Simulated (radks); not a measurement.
Values are calculated unless marked as measured or tabulated.
Effect of the nuclear size on neutral strontium, [Kr] 5s2. Code: a radial shooting solver on a logarithmic mesh with Libxc functionals. Model: Dirac Kohn-Sham, PBE, spin-unpolarised, spherical densities, finite nucleus; Fermi nuclear charge, rms radius 4.224 fm. The rms radius is varied about that value; shifts are against it.

rms radius (fm)  total energy shift (eV)  density at nucleus (e/bohr^3)  1s1/2 shift (meV)  2s1/2 shift (meV)  3p1/2 shift (meV)  4s1/2 shift (meV)
3.7298                            -0.183                      6.166e+04              -77.5              -7.99              0.140             -0.154
3.9199                            -0.115                      6.139e+04              -48.7              -5.02              0.088             -0.097
4.224                                  0                      6.099e+04              0.000              0.000              0.000              0.000
4.6126                             0.158                      6.051e+04               67.1               6.91             -0.121              0.134
4.714                              0.202                       6.04e+04               85.5               8.81             -0.154              0.170

Slopes of the eigenvalues against <r^2> in GHz/fm^2, as finite differences over the two radii next to the reference (eigenvalue slopes, not the field-shift constants of lines): 1s1/2 4740, 2s1/2 488, 3p1/2 -8.55, 4s1/2 9.44.
